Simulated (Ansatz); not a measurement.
`[NH2][Al]([Br])[Br]` + H₂ → `[NH2][AlH][Br]` + HBr at 700 K and 1 bar (hydrogenolysis of the Al–Br bond).

Program: Ansatz. Geometries: PBE0-D4/def2-TZVP. ΔE: electronic, gas phase. CCSD(T)/CBS adds triple-zeta CCSD(T) − MP2 to the extrapolated MP2 energy (def2 sets, frozen cores). This one scheme is used for every species. For Br outer-core shells are correlated without core-valence functions, which leaves a few kJ/mol of doubt a bond. Scalar relativity is left out up to krypton. One conformer a species, not always the lowest.

```tsv
species	CCSD(T)/CBS energy (Eh)	H − E (kJ/mol)	S (J/(mol·K))
`[NH2][Al]([Br])[Br]`	-5444.74521	133.4	430.4
H₂	-1.17544	46.8	155.3
`[NH2][AlH][Br]`	-2871.94728	140.6	381.2
HBr	-2573.91920	36.5	223.7
```

H − E and S are ideal-gas, rigid-rotor, harmonic terms from PBE0-D4/def2-TZVP, for one conformer and one mirror image of each species. The MP2-based limit puts H₂ 0.8 mEh under its directly extrapolated value; such offsets cancel only in part. 1 Eh = 2625.50 kJ/mol, R = 8.31446 J/(mol·K).

Problem. By hand: ΔE, ΔH, ΔS and ΔG.

Solution. ΔE = (-2871.94728) + (-2573.91920) − (-5444.74521) − (-1.17544) = 0.05417 Eh = 142.2 kJ/mol. Δ(H − E) = 140.6 + 36.5 − 133.4 − 46.8 = -3.1, so ΔH = 139.1 kJ/mol. ΔS = 381.2 + 223.7 − 430.4 − 155.3 = 19.2 J/(mol·K). ΔG = 139.1 − 700 × (19.2)/1000 = 125.7 kJ/mol.

Problem. By hand: the equilibrium constant, and the temperature at which ΔG would vanish if ΔH and ΔS stayed fixed.

Solution. log₁₀ K = −ΔG/(RT ln 10) = -9.4. ΔG = 0 at ΔH/ΔS = 7245 K, far beyond where these terms or the molecules hold.

ΔH outweighs TΔS. A doubt of 5 kJ/mol in ΔE shifts log₁₀ K by 0.4 here. Other conformers and mirror images would add mixing entropy, several J/(mol·K) or more a flexible species. These are equilibria of isolated gas molecules and say nothing of rates. Largest T1 diagnostic: 0.008 (customary marks: 0.02 for closed shells, 0.045 for open ones).
